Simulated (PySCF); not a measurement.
Si(I)3(OH) (HI3OSi), SMILES O[Si](I)(I)I.

Geometry: PBE0-D3(BJ)/def2-SVP. The def2 effective core potentials stand for the cores of I; spin–orbit coupling is left out. One conformer was computed; it need not be the lowest.

Calculation: PySCF with PBE0-D3(BJ)/def2-SVP.

Frequencies are harmonic and unscaled.

Computed vibrational spectrum:
| mode | ν (cm⁻¹) | IR (km/mol) | moving atoms (share of kinetic energy) |
|---|---|---|---|
| 1 | 67 | 3.4 | I 84 % |
| 2 | 75 | 0.2 | I 91 % |
| 3 | 117 | 0.4 | I 77 %, Si 14 % |
| 4 | 149 | 32.4 | H 64 %, I 18 %, O 17 % |
| 5 | 197 | 5.5 | O 70 %, I 19 %, H 10 % |
| 6 | 233 | 57.2 | O 60 %, H 28 %, I 10 % |
| 7 | 253 | 3.8 | Si 40 %, I 33 %, O 25 % |
| 8 | 431 | 222.6 | Si 87 %, I 8 % |
| 9 | 436 | 155.1 | Si 85 %, I 9 % |
| 10 | 796 | 283.8 | H 70 %, O 24 % |
| 11 | 931 | 53.5 | O 46 %, Si 37 %, H 17 % |
| 12 | 3892 | 151.4 | H 94 % |
